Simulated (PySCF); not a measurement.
PySCF was given this input:
```python
from pyscf import gto, scf, dft

mol = gto.M(
    atom='''
Si    0.00172380    0.00046639    0.05606838
H    -0.01025152    1.41163100   -0.27334508
H     1.21691602   -0.70748096   -0.29344641
H    -1.23079768   -0.71067955   -0.21816587
''',
    basis='def2-tzvpd',
    spin=1,
    verbose=4,
)

mf = dft.UKS(mol)
mf.xc = 'pbe'
mf = mf.density_fit(auxbasis='def2-universal-jkfit')
mf.kernel()
```

Task: Give the total energy at the level DF-PBE/def2-TZVPD (PySCF).

Result: -291.0736 Eh

Task: What number of basis functions does DF-PBE/def2-TZVPD give?

Result: 70

These values belong to the state on which the SCF converged, which isn't shown to be the lowest.
